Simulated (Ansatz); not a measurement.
Reaction (redistribution): `[NH2][ZnH]` + `[NH2][Ga]([Cl])[O][SiH3]` → `[SiH3][O][ZnH]` + `[NH2][Ga]([NH2])[Cl]`

Gas-phase electronic energies from Ansatz, PBE0-D4/def2-TZVP geometries. CCSD(T)/CBS adds triple-zeta CCSD(T) − MP2 to the extrapolated MP2 energy (def2 sets, frozen cores). Functionals use def2-TZVPP. For Ga, Zn outer-core shells are correlated without core-valence functions, which leaves a few kJ/mol of doubt a bond. Scalar relativity is left out up to krypton. One conformer a species, not always the lowest.

`[NH2][ZnH]`:

Cartesian coordinates in Å:
```
N -0.608 -0.507 -0.268
Zn 0.800 0.577 0.111
H -1.537 -0.120 -0.336
H -0.669 -1.420 0.157
H 2.013 1.471 0.335
```

`[NH2][Ga]([Cl])[O][SiH3]`:

```xyz
10

N     0.208    0.896    2.440
Ga   -0.095   -0.189    1.046
Cl   -0.656   -2.227    1.316
O     0.140    0.399   -0.604
Si    0.045   -0.217   -2.116
H     0.341    1.886    2.322
H    -0.041    0.641    3.379
H     0.370    0.869   -3.076
H     1.010   -1.335   -2.302
H    -1.324   -0.725   -2.404
```

`[SiH3][O][ZnH]`:

```xyz
7

Si    0.671    0.215    0.909
O    -0.567    0.191   -0.131
Zn   -1.324   -0.332   -1.635
H     1.140   -1.163    1.238
H     0.257    0.878    2.176
H     1.836    0.964    0.352
H    -2.014   -0.752   -2.909
```

`[NH2][Ga]([NH2])[Cl]`:

Cartesian coordinates in Å:
```
N -1.591 0.431 0.060
Ga -0.021 -0.458 -0.044
N 1.623 0.291 0.010
Cl -0.117 -2.590 -0.251
H -2.442 -0.077 0.235
H -1.644 1.375 0.403
H 1.764 1.275 -0.146
H 2.427 -0.248 -0.266
```

```json
{"level": "ωB97M-V", "ΔE (kJ/mol)": "-20.0"}
{"level": "B2PLYP", "ΔE (kJ/mol)": "-20.3"}
{"level": "HF/def2-TZVPP", "ΔE (kJ/mol)": "-27.2"}
{"level": "HF/def2-QZVPP", "ΔE (kJ/mol)": "-28.4"}
```

(1) What does CCSD(T)/CBS give? (Best estimate.)

(2) What do rigid-rotor, harmonic-oscillator terms from PBE0-D4/def2-TZVP frequencies (298.15 K, 1 bar) make of the CCSD(T)/CBS value? (Estimate.)

Largest T1 diagnostic among the species: 0.016.

Results:

(1) The calculation gave: -23.4 kJ/mol. The listed levels differ from it by 3.4, 3.1, -3.8, -5.0 kJ/mol.

(2) Ansatz gave: ΔZPE = +1.9 kJ/mol, ΔH = -22.4 kJ/mol, ΔS = 0 J/(mol·K), ΔG = -22.4 kJ/mol. Modes under 50 cm⁻¹ make the entropy rough.

At CCSD(T), def2-SVP lies −8.4 kJ/mol from the extrapolated value and def2-TZVPP +4.0 kJ/mol. In def2-TZVPP, CCSD(T) changes the Hartree–Fock value by +7.8 kJ/mol (the triples alone add +1.7 kJ/mol) and MP2 by +8.9 kJ/mol.
